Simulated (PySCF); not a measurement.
Planning a shielding job on `C=C(C)P1CCC(=O)CC1`.

Method: GIAO PBE0/pcSseg-1 NMR shielding, non-relativistic, gas phase (PySCF 2.14.0, density-fitted response routines). Geometry: GFN2-xTB. Work: shieldings, ring-centre shieldings, charges and field gradients, density fitting. A driver script takes a list of jobs; this job's settings line and coordinates (Å) are shown.

Command:
```bash
OMP_NUM_THREADS=1 python probes_run.py task.json out
```

Input:
```
{"job": {"kind": "nmr", "xc": "PBE0", "basis": "pcSseg-1"}, "charge": 0, "multiplicity": 1}
C      2.426469     1.384940     0.194434
C      1.944705     0.192666    -0.128334
C      2.749105    -1.064443     0.016771
P      0.321380    -0.044560    -0.950074
C     -0.634376     1.407266    -0.286676
C     -2.134432     1.151172    -0.456689
C     -2.580897    -0.014317     0.396148
O     -3.374836     0.103675     1.294469
C     -1.936046    -1.336092     0.046346
C     -0.419366    -1.275092     0.242554
H      3.415988     1.493737     0.611485
H      1.869760     2.296106     0.062331
H      3.793460    -0.835161     0.217077
H      2.367616    -1.670607     0.837941
H      2.683748    -1.657786    -0.895128
H     -0.392762     1.570651     0.767250
H     -0.356173     2.300348    -0.851470
H     -2.703121     2.037449    -0.166306
H     -2.347066     0.923670    -1.504666
H     -2.367613    -2.115296     0.679107
H     -2.157232    -1.569255    -0.998560
H     -0.181647    -0.991214     1.272124
H      0.008584    -2.260871     0.044895
```

Hardware: Arm Neoverse V2, one thread (shared host). PySCF's memory limit was set to 1040 MB.

Q: How large is the basis?

A: 242 functions for 84 electrons, with 1272 fitting functions; the fitted three-index integrals, 1272 × 242 × 243/2 numbers of 8 bytes, come to 290 MiB.

Q: How long does the run take?

A: About 56 s. The SCF took 15 cycles.

Q: Estimate the peak memory.

A: About 1.1 GiB. Peak memory is the resident size of the whole Python process, interpreter and libraries included.

Q: At this speed, how long would 20000 such jobs take on 32 cores, one job a core?

A: 20000/32 gives 625 rounds of 56 s, about 9.7 h of wall time and 310 core-hours, if the jobs don't slow each other.

The SCF part of the output:
```
coarse grid: 19464 points
cycle   1  E = -728.3653871080  dE =  1.370e+00  |g| = 8.332e-01  |ddm| = 4.433e+00
cycle   2  E = -728.0281405544  dE =  3.372e-01  |g| = 1.570e+00  |ddm| = 2.355e+00
cycle   3  E = -728.5026951911  dE = -4.746e-01  |g| = 2.119e-01  |ddm| = 1.797e+00
cycle   4  E = -728.5125769554  dE = -9.882e-03  |g| = 6.134e-02  |ddm| = 2.164e-01
cycle   5  E = -728.5133899394  dE = -8.130e-04  |g| = 1.657e-02  |ddm| = 7.117e-02
cycle   6  E = -728.5134554802  dE = -6.554e-05  |g| = 5.103e-03  |ddm| = 2.234e-02
cycle   7  E = -728.5134609676  dE = -5.487e-06  |g| = 1.845e-03  |ddm| = 5.771e-03
final grid: 182640 points
cycle   8  E = -728.5868109768  dE = -3.995e-05  |g| = 1.561e-02  |ddm| = 4.606e-02
cycle   9  E = -728.5867019153  dE =  1.091e-04  |g| = 2.827e-02  |ddm| = 3.369e-02
cycle  10  E = -728.5868616165  dE = -1.597e-04  |g| = 3.627e-03  |ddm| = 2.314e-02
cycle  11  E = -728.5868643850  dE = -2.768e-06  |g| = 3.172e-04  |ddm| = 3.268e-03
cycle  12  E = -728.5868644025  dE = -1.753e-08  |g| = 1.847e-04  |ddm| = 5.592e-04
cycle  13  E = -728.5868644098  dE = -7.274e-09  |g| = 6.432e-05  |ddm| = 1.990e-04
cycle  14  E = -728.5868644108  dE = -1.030e-09  |g| = 1.537e-05  |ddm| = 8.541e-05
cycle  15  E = -728.5868644109  dE = -5.912e-11  |g| = 3.579e-06  |ddm| = 1.839e-05
converged SCF energy = -728.5868644109
```

On the final grid dE counts from the start density on that grid.

The host was shared with other jobs, so the times are rough.
